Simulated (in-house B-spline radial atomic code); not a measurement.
Values are calculated unless marked as measured or tabulated.
# Building a PAW s channel for Ca, r_c = 3.1 bohr

Ca, [Ar] 4s2, non-relativistic LDA (VWN5), spherical and spin-unpolarised, from a B-spline radial code for spherical atoms (atomic units; all potentials screened as in the neutral atom).

Two all-electron partial waves φ1, φ2 are integrated outwards at E1 = ε(4s) = -0.141411 and E2 = E1 + 2 hartree; φ1 is the bound orbital and φ2 has unit norm inside r_c = 3.1004 bohr. Smooth partners are polynomials, r^1(a0 + a1 r² + a2 r⁴ + a3 r⁶), matched to φ and three derivatives at r_c, with no condition on the norm. The local potential is -2.10844 + (0.485027) r² + (-0.0483244) r⁴ + (0.0017655) r⁶ inside 2.6604 bohr and the all-electron one outside.

| wave | φ(r_c) | φ'(r_c) | a0 | a1 | a2 | a3 |
| --- | --- | --- | --- | --- | --- | --- |
| 1 | 0.5461407 | 0.04914075 | 0.1079394 | 0.03021776 | -0.003385306 | 0.0001019436 |
| 2 | 0.9399352 | 0.5771126 | -2.809661 | 0.7648001 | -0.05954432 | 0.001422074 |

Inside r_c the overlaps are <φi φj> = [[0.29249, -0.06725], [-0.06725, 1.00000]] and, for the smooth waves, [[0.31826, -0.50068], [-0.50068, 6.17434]]. With χj = (Ej − T − V_local) applied to smooth wave j, the program's quadrature gives the matrix B_ij = <smooth i, χj> as [[0.12287, -1.69196], [-0.82509, 14.99880]].

**Question.** Check the match of the first wave, and find the augmentation charges q_ij.

**Answer.** At r_c the four terms are 0.33466, 0.90057, -0.96981, 0.28073, which sum to 0.5461, φ1(r_c) to rounding. q_ij is the all-electron overlap less the smooth one: [[-0.02576, 0.43343], [0.43343, -5.17434]]. The smooth first wave has a norm of 0.3183 inside r_c against 0.2925, so q11 is negative and must stay small enough for the overlap operator to be positive.

**Question.** B isn't symmetric. Show that D_ij = B_ij + Ej q_ij is.

**Answer.** Integrating by parts gives B12 − B21 = (E1 − E2) q12: -1.69196 − (-0.82509) = -0.86687, and −2 × (0.43343) = -0.86687. So D12 = -1.69196 + (1.858589)(0.43343) = -0.88638 and D21 = -0.82509 + (-0.141411)(0.43343) = -0.88638; D11 = 0.12651, D22 = 5.38183. The projectors, p = (B⁻¹)ᵀ χ, are dual to the smooth waves; det B = 0.45.

Solving (T + V_local + Σ p D p) ψ = E (1 + Σ p q p) ψ in a sphere of 9 bohr, whose wall lifts the free-atom level a little, gives these levels:

```json
{"all-electron": "-0.138524", "one projector": "-0.138524", "two projectors": "-0.138524"}
{"all-electron": "0.126065", "one projector": "0.111079", "two projectors": "0.125532"}
{"all-electron": "0.511946", "one projector": "0.225603", "two projectors": "0.508160"}
{"all-electron": "1.054090", "one projector": "0.551110", "two projectors": "1.035130"}
{"all-electron": "1.742870", "one projector": "1.098540", "two projectors": "1.191660"}
```

**Question.** What does the second projector gain?

**Answer.** With one projector the errors are 0.00, -14.99 millihartree, and the level at 0.2256 is out of step with the all-electron series: an extra state, or one far too low, so the pairing ends there; skipping it, the next levels are off by +39.2, +44.5 millihartree. With two the errors are 0.00, -0.53, -3.79, -18.96 millihartree, and the level at 1.1917 is out of step with the all-electron series: an extra state, or one far too low, so the pairing ends there. The lowest eigenvalue of the overlap operator is 0.792 with one and 0.03916 with two projectors. The smooth orbital alone needs a cutoff of 1.62 hartree for 1 millihartree of kinetic energy, against 2 for a norm-conserving Troullier-Martins orbital of the same radius, which is no gain while the set fails.
